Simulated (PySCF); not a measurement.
CH5F2NOSi, SMILES [Si](F)(OC)(N)F.

Coordinates come from a B3LYP-D3(BJ)/def2-SVP optimisation. This is a generated structure with no PubChem entry under its InChIKey; it may be hypothetical. One conformer was computed; it need not be the lowest.

Two levels are set side by side: PBE/def2-TZVP (PySCF) and ωB97X/def2-TZVP (PySCF). Same geometry, gas phase. Differences are taken from unrounded values.

| quantity | ωB97X |
|---|---|
| orbital gap (eV) | 13.51 |
| highest occupied level (eV) | -10.91 |
| lowest empty level (eV) | 2.60 |
| dipole moment (D) | 3.26 |
| mean polarisability (bohr³) | 43.7 |

### Question
What does PBE give, and how far is it from ωB97X? (The exact figures need the calculation; the answer reports its results.)

### Answer

```
quantity                       PBE  PBE minus ωB97X
---------------------------  -----  ---------------
orbital gap (eV)              6.45            -7.06
highest occupied level (eV)  -6.80             4.11
lowest empty level (eV)      -0.35            -2.95
dipole moment (D)             3.11            -0.14
mean polarisability (bohr³)   46.4              2.7
```

Without exact exchange PBE keeps part of each electron's self-repulsion, which lifts occupied levels and narrows the gap. Loosely held outer electrons make PBE densities more polarisable. Differences between two approximate levels are no errors against the true value.

Rough cost on one machine, each run with all the roots and properties that it gave: ωB97X against PBE within a factor of 2.
